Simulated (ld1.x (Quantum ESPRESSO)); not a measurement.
## Fe (Z = 26), RRKJ: configuration errors across variants

- Element: Fe
- Generator: ld1.x (Quantum ESPRESSO) 7.5
- Type: norm-conserving RRKJ (Kleinman–Bylander form)
- Functional: Wu–Cohen
- Relativity: fully relativistic
- Frozen core: [Ne] 3s2
- Valence charge: 14
- Reference configuration: 3p6 3d6 4s2 4p0
- Partial waves: 3p (bound): rc 1.35 bohr; 3d (bound): rc 0.90 bohr; 4s (bound): rc 2.45 bohr
- Local potential: the s channel
- Core correction: a·sin(br)/r model core, default radius (core density twice the valence density)
- rho0: 0.005

Open shells are filled in proportion to 2j + 1 (rel_dist='average').

All-electron excitation energies from the reference (eV): (1) 3p6 3d6 4s1 4p0 8.761; (2) 3p6 3d6 4s0 4p0 24.851; (3) 3p6 3d5 4s0 4p0 59.071; (4) 3p6 3d4 4s0 4p0 112.171; (5) 3p6 3d5 4s2 4p1 8.793; (6) 3p5 3d6 4s2 4p0 67.623; (7) 3p6 3d7 4s0 4p0 6.572.

The default core radius of the base comes out at 0.40 bohr.

Tests that are not counted but printed errors over 1 eV. “local potential the d channel”: 3p6 3d5 4s2 4p1 (solver errors, printed error -2202 eV); 3p5 3d6 4s2 4p0 (solver errors, printed error -10.0 eV).

3 further variants failed, have other tests or another functional or relativity, and are left out.

A true bound ghost makes a file unfit for plane-wave use even where its test errors are small: the radial tests pick states by their node count and pass the ghost by. Where a test does run into it, the solver fails or the error is huge.

Errors AE − PS in meV (a dash: test not solved or not reliable):

```tsv
change	(1)	(2)	(3)	(4)	(5)	(6)	(7)	bound ghosts
base	-6.6	-51	-267	-1247	-1225	-394	-324	none
all radii but the core radius scaled by about 0.93 (s 2.28, p 1.26, d 0.84 bohr)	-7.2	-52	-244	-1195	-1234	-411	-337	none
core correction a·sin(br)/r model core inside 1.06 bohr	-6.5	-50	-266	-1233	-1222	-390	-322	none
local potential the d channel	-2.8	-42	+69	+123	–	–	-127	s
wave 3d (bound): rc 0.90 bohr becomes 3d (bound): rc 0.78 bohr	-6.7	-52	-270	-1279	-1231	-385	-330	none
```

Task: Give the same row for: wave 3p (bound): rc 1.35 bohr becomes 3p (bound): rc 0.82 bohr.

Result: -6.6, -51, -268, -1254, -1226, -392, -325; bound ghosts: none.
